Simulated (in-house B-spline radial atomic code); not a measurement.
Configurations of the molybdenum ion Mo⁶⁺, with energies counted from [Ar] 3d10 4s2 4p6. Computed with a B-spline radial code for spherical atoms: scalar-relativistic (X2C) LC-wPBE, spin-polarised, spherical fractional occupations, exact exchange averaged over the configuration, Fermi nucleus of rms radius 4.4091 fm. Shells without spins written out take the highest spin.

Occupations are held fixed; configurations that lie above the ionisation limit could autoionise.

```tsv
configuration	E - E(ref) (eV)	highest orbital	its <r> (bohr)
[Ar] 3d10 4s1 4p6 4d1	68.21	4d up	1.358
[Ar] 3d10 4s2 4p5 5d1	82.066	5d up	2.91
[Ar] 3d10 4s1 4p6 5s1	88.451	5s up	2.201
[Ar] 3d10 4s1 4p6 5p1	97.506	5p up	2.42
[Ar] 3d9 4s2 4p6 4d1	238.4	4d up	1.322
[Ne] 3s2 3p5 3d10 4s2 4p6 5f1	453.2	5f up	3.638
```

(1) Order these further configurations by energy, lowest first.
A. [Ar] 3d10 4s1 4p6 4f1
B. [Ar] 3d10 4s2 4p5 5s1
C. [Ar] 3d10 4s2 4p5 5f1
D. [Ne] 3s2 3p5 3d10 4s2 4p6 4d1
E. [Ar] 3d9 4s2 4p6 4f1

(2) How far above the reference does [Ne] 3s2 3p5 3d10 4s2 4p6 5s1 lie?

## Answers

(1) B (59.739 eV), C (95.132 eV), A (105.73 eV), E (277.49 eV), D (395.95 eV).

(2) 417.35 eV; its least bound orbital is 5s up with <r> = 2.179 bohr.
